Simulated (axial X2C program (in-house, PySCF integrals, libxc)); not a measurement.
# NSbO²⁺: properties at the nuclei

Computed with an in-house all-electron X2C program for linear molecules (integrals from PySCF): two-component X2C with atomic mean-field Coulomb and Gaunt terms, Gaussian nuclei, basis N dyall-av3z, Sb dyall-v3z, O dyall-av3z with contracted cores.

N–Sb–O held linear, with bonds 2.436 and 1.781 Å (near the PBE0 minimum at charge 2 of the determinant lowest at the starting distance; the state shown can have its own minimum elsewhere, held linear; other orders of the atoms were not compared).

Determinant lowest in the PBE0 search, Ω = 1 (⟨Sz⟩ = 1.00, ⟨Lz⟩ = 0.00 at PBE0), spin on the atoms N 1.29, Sb -0.01, O -0.28:

```
 level  Eeff magnitude (GV/cm)  Ws magnitude Sb (kHz)  A∥/gI N (MHz)  qzz N (a.u.)  A∥/gI Sb (MHz)  qzz Sb (a.u.)  A∥/gI O (MHz)  qzz O (a.u.)
  PBE0                    15.1                   9.17          -75.1          0.98            -470          -5.95          -93.7          2.00
    HF                    21.2                   12.3           75.6          0.14             156          -9.39           -488         -0.11
r2SCAN                    13.1                   7.94          -29.6          1.06            -537          -5.38          -98.8          1.78
```

Determinant 0.89 eV from it at PBE0 and this distance, Ω = 3 (⟨Sz⟩ = 2.00, ⟨Lz⟩ = 1.00 at PBE0), spin on the atoms N 1.40, Sb 0.05, O 0.56:

```json
{"level": "PBE0", "Eeff magnitude (GV/cm)": "2.18", "Ws magnitude Sb (kHz)": "0.438", "A∥/gI N (MHz)": "1.57", "qzz N (a.u.)": "-0.04", "A∥/gI Sb (MHz)": "274", "qzz Sb (a.u.)": "-9.74", "A∥/gI O (MHz)": "91.8", "qzz O (a.u.)": "-1.33"}
{"level": "HF", "Eeff magnitude (GV/cm)": "3.59", "Ws magnitude Sb (kHz)": "0.732", "A∥/gI N (MHz)": "24.9", "qzz N (a.u.)": "0.01", "A∥/gI Sb (MHz)": "217", "qzz Sb (a.u.)": "-10.74", "A∥/gI O (MHz)": "99.1", "qzz O (a.u.)": "-1.23"}
{"level": "r2SCAN", "Eeff magnitude (GV/cm)": "2.41", "Ws magnitude Sb (kHz)": "0.489", "A∥/gI N (MHz)": "22.3", "qzz N (a.u.)": "-0.09", "A∥/gI Sb (MHz)": "306", "qzz Sb (a.u.)": "-8.89", "A∥/gI O (MHz)": "89.6", "qzz O (a.u.)": "-1.48"}
```

Eeff is the effective electric field on the electron electric dipole moment in this Ω state and Ws the scalar–pseudoscalar constant of the nucleus named (defined with the proton number Z and per Ω); A∥ (defined per Ω) follows by multiplying with gI = μI/(I μN); qzz is the electric field gradient, eQq0 = 234.96 MHz × Q/barn × qzz. The operators were transformed with the bare-nucleus X2C matrices; with these basis sets, hyperfine constants and field gradients can be off by tens of per cent, and where levels differ in sign neither size nor sign is settled.

**Question.** With Q(121Sb) = -0.543 barn (Q from Pyykkö, Mol. Phys. 2018), turn the PBE0 values of the first state into constants in MHz.

**Answer.** eQq0(121Sb) = 234.96 × (-0.543) × (-5.95) = 759 MHz.

The molecule was held linear; bending was not examined, so a bent shape may lie lower.

Each state is one determinant with collinear spin, which with several unpaired electrons need not be a pure state. Unrestricted Hartree–Fock can overshoot spin polarisation at the nuclei. In the state Ω = 1 the sign of Eeff differs between levels (HF against PBE0). With several open shells hyperfine constants can be off by a factor of several. Open-shell Ω = 0 determinants with evenly filled partner blocks cannot be reached by this program, so the Ω shown need not be the lowest component. At HF a later determinant lies lower. The search compared states at one distance, so a state with another bond length can lie lower. The sign of Ws at Sb differs between levels in the first state. Where a field gradient or hyperfine factor spreads by more than a factor of two over the levels, a constant derived from it is not to be relied on. PBE0 term energies can be off by some tenths of an eV.
